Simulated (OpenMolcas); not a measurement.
Computed levels of 4d5 in ions with 41 electrons, in cm-1 above 6S 5/2.

| Property | Result |
| --- | --- |
| Program | OpenMolcas |
| Method | XMS-CASPT2, IPEA 0.25 Eh, imaginary shift 0.1 Eh |
| Basis | ANO-RCC-VTZP |
| Scalar Hamiltonian | DKH2, point nucleus |
| Spin-orbit coupling | RASSI with atomic mean-field integrals over the reference wave functions, term energies averaged over their components |

Active space for each ion: 5 electrons in 5 orbitals (4d); closed shells correlated by CASPT2: 4s 4p.

| Level | Mo+ | Tc2+ | Rh4+ | Pd5+ | Ag6+ |
| --- | --- | --- | --- | --- | --- |
| 4G 5/2 | 15790 | 20050 | 25970 | 27890 | 30960 |
| 4G 7/2 | 15880 | 20190 | 26340 | 28530 | 31870 |
| 4G 11/2 | 15910 | 20250 | 26470 | 28730 | 32150 |
| 4G 9/2 | 15930 | 20290 | 26560 | 28880 | 32350 |
| 4P 3/2 | 16830 | 22110 | 28830 | 30880 | 34410 |
| 4P 1/2 | 17050 | 22540 | 29730 | 32090 | 35920 |
| 4D 7/2 | 18700 | 23950 | 31350 | 33970 | 38020 |
| 4D 1/2 | 18940 | 24420 | 32450 | 35530 | 40010 |
| 4D 3/2 | 19100 | 24740 | 33120 | 36380 | 41030 |

Problem. Estimate 4G 5/2, 4G 7/2 for Ru3+ from its neighbours Tc2+ and Rh4+.

Solution. 4G 5/2 is another term, which grows about linearly with the charge: (20050 + 25970) / 2 = 23010. The calculation gives 23610, so the estimate is off by -2.5 %.
4G 7/2 is another term, which grows about linearly with the charge: (20190 + 26340) / 2 = 23265. The calculation gives 23850, so the estimate is off by -2.5 %.

Mixed levels, with the weight of the term that names them: Tc2+ 4P 3/2 (72 %), Tc2+ 4D 3/2 (72 %), Ru3+ 4P 3/2 (62 %), Ru3+ 4P 1/2 (75 %), Ru3+ 4D 3/2 (62 %), Rh4+ 4P 3/2 (61 %), Rh4+ 4P 1/2 (75 %), Rh4+ 4D 3/2 (61 %), Pd5+ 4P 3/2 (59 %), Pd5+ 4P 1/2 (73 %), Pd5+ 4D 1/2 (73 %), Pd5+ 4D 3/2 (58 %), Ag6+ 4P 3/2 (57 %), Ag6+ 4P 1/2 (71 %), Ag6+ 4D 1/2 (72 %), Ag6+ 4D 3/2 (56 %).

CASPT2 breaks the degeneracy within a term, and the mean is taken; among the terms shown or strongly mixed into the levels shown the widest spread is 1700 cm-1 (4d5 4G, Tc2+). The CASPT2 spread within a term exceeds the gap to the next term for 4d5 4G and 4d5 4P, so the order of their levels is uncertain, and so are names and mixing where such terms share a J (figures for Mo+; the like holds for Tc2+, Ru3+, Rh4+). Some high roots are left out of the spin-orbit mixing, which shifts the levels that they would mix with (holds for Mo+). Configurations with an s electron lie low at this charge and mix in, so terms can be misplaced (holds for Mo+). Levels of configurations with an s electron are missing; early in the row they begin among the upper levels of the d shell and mix with terms of their name (holds for Tc2+). Levels of configurations outside the active space are missing.
